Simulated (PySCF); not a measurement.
Molecule: ZrH4, charge -1, multiplicity 2. The spin state was set by rule; other spins were not relaxed. 
Structure (B3LYP-D3(BJ)/def2-TZVP (Ansatz) minimum search):
```xyz
5

Zr     0.0000     0.0000     0.0000
H      0.9319     1.1945     1.2131
H      0.9552    -1.1829    -1.2063
H     -0.9467     1.2040    -1.1922
H     -0.9405    -1.2155     1.1853
```
Charge -1, spin multiplicity 2.

Dispersion corrections to the total energy (kcal/mol) from the dftd3 and dftd4 libraries through PySCF: D3(BJ) without and D4 with the three-body term, each with the damping fitted for the functional named.

```tsv
functional	D3(BJ)	D4
BLYP	-2.71	-6.82
PBE	-1.17	[?]
PW6B95	-0.73	-2.99
HSE06	-0.86	-2.56
BP86	-2.13	[?]
TPSSh	-1.41	-3.89
revPBE	[?]	-8.50
```

Problem. Some entries are withheld; supply them.

Solution. 
- PBE, D4: -3.23
- BP86, D4: -4.32
- revPBE, D3(BJ): -2.78
